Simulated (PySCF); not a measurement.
CH₆ClFSi₂, SMILES Cl[Si@@](C)([SiH3])F.

Geometry optimised at PBE0-D3(BJ)/def2-SVP. The structure was generated by enumeration; whether it is a known compound was not checked.

Method: PySCF with TDA-M06-2X/def2-SVPD.

Vertical excitations. 

```tsv
state	energy (eV)	λ (nm)	f	main pairs
S1	6.88	180	0.047	HOMO→LUMO+1 67 %, HOMO→LUMO 18 %
S2	7.03	176	0.055	HOMO→LUMO+2 47 %, HOMO→LUMO+1 24 %, HOMO→LUMO 20 %
S3	7.60	163	0.117	HOMO→LUMO 57 %, HOMO→LUMO+2 34 %
S4	8.08	153	0.356	HOMO→LUMO+3 67 %, HOMO→LUMO+4 15 %
S5	8.33	149	0.064	HOMO−1→LUMO+2 67 %, HOMO−1→LUMO 11 %
S6	8.43	147	0.004	HOMO→LUMO+6 42 %, HOMO→LUMO+5 15 %, HOMO→LUMO+8 7 %
S7	8.48	146	0.022	HOMO→LUMO+6 23 %, HOMO−2→LUMO+2 20 %, HOMO→LUMO+4 14 %, HOMO→LUMO+8 13 %
S8	8.60	144	0.007	HOMO−2→LUMO+1 30 %, HOMO−1→LUMO+1 21 %, HOMO−3→LUMO+1 8 %, HOMO−4→LUMO+1 7 %
S9	8.66	143	0.014	HOMO−1→LUMO+1 35 %, HOMO−2→LUMO+2 16 %, HOMO−2→LUMO+1 15 %, HOMO−2→LUMO 8 %
S10	8.71	142	0.037	HOMO→LUMO+4 43 %, HOMO→LUMO+5 9 %, HOMO→LUMO+3 8 %
T1	6.18	201	0	HOMO→LUMO+1 64 %, HOMO→LUMO 16 %, HOMO→LUMO+2 12 %
T2	6.32	196	0	HOMO→LUMO+2 45 %, HOMO→LUMO+1 25 %, HOMO→LUMO 19 %
T3	7.17	173	0	HOMO→LUMO+3 60 %, HOMO→LUMO+4 15 %
T4	7.39	168	0	HOMO→LUMO 52 %, HOMO→LUMO+2 28 %
```
Triplets are in the Tamm–Dancoff approximation.
